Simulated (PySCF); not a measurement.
Compound: C₄H₅N₃O.
SMILES with atom numbers: `[CH3:1][n:2]1[cH:3][n:4][c:5]([CH:6]=[O:7])[n:8]1`

Definitions: NICS(0) = −σiso at the ring centroid; NICS(1) = −σiso and NICS(1)zz = −σzz at ±1 Å along the ring normal z. Level: GIAO PBE0/pcSseg-1 (PySCF, non-relativistic, gas phase) on the GFN2-xTB geometry, one conformer.

Ring bond lengths (Å), with Mayer bond orders in brackets: N2–C3 1.352 (1.17), C3–N4 1.305 (1.60), N4–C5 1.360 (1.30), C5–N8 1.324 (1.48), N8–N2 1.322 (1.22).

Problem. What do the NICS probes read (ppm)?

Solution. 
```tsv
ring	type	NICS(0)	NICS(1), two faces	NICS(1)zz, two faces	rms pucker (Å)	centre to ring atoms, mean (Å)
N2–C3–N4–C5–N8	5-membered ring with 3 N; formal bonds all aromatic	-12.7	-12.2 / -12.3	-31.4 / -31.6	0.00	1.13
```

Problem. What do they say, and how far can they be read as aromaticity?

Solution. 
- N2–C3–N4–C5–N8: mean NICS(1)zz -31.5 ppm, shielded. For a flat ring without four-coordinate atoms the NICS criterion counts such a value as aromatic.

Problem. What does the geometric index give? HOMA = 1 − mean of α(R − Ropt)² over the ring bonds, with Krygowski's 1993 parameters (CN: Ropt 1.334 Å, α 93.52 Å⁻²; NN: Ropt 1.309 Å, α 130.33 Å⁻²).

Solution. 
- N2–C3–N4–C5–N8: HOMA 0.96; the largest term is that of C3–N4, α(R − Ropt)² = 0.08. The geometric and the magnetic index point the same way.

Problem. At the first NICS(1) probe listed for ring N2–C3–N4–C5–N8, 1 Å off the ring, what do the in-plane components average?

Solution. The isotropic value is a third of the trace: (3 × -12.2 − (-31.4))/2 = -2.6 ppm.

Problem. List the ring angles and the Hirshfeld charges of the ring atoms.

Solution. 
- N2–C3–N4–C5–N8: N2 109.1° (+0.057 e), C3 110.1° (+0.050 e), N4 103.7° (-0.200 e), C5 112.6° (+0.053 e), N8 104.5° (-0.121 e); sum 540.0° against 540° for a flat convex ring.

Problem. What are the shieldings of the ring atoms and their hydrogens in the same run (means over atoms taken as equivalent)?

Solution. 
```
  atoms                          environment  σ isotropic (ppm)  principal values of the symmetric part, first atom (ppm)
     N2                pyrrole-type nitrogen               27.4                                       -109.4, 70.4, 121.3
     C3  aromatic CH next to a ring nitrogen               39.0                                        -33.1, 38.3, 111.8
     N4               pyridine-type nitrogen              -47.3                                     -261.5, -101.9, 221.5
     C5          substituted aromatic carbon               23.9                                         -44.5, 18.2, 98.1
     N8               pyridine-type nitrogen              -92.4                                      -343.6, -88.2, 154.5
H on C3                    aromatic hydrogen              23.67                                          20.7, 23.4, 27.0
```

The values belong to the conformer `[CH3:1][n:2]1[cH:3][n:4][c:5]([CH:6]=[O:7])[n:8]1`: N4–C5–C6–O7 180°.
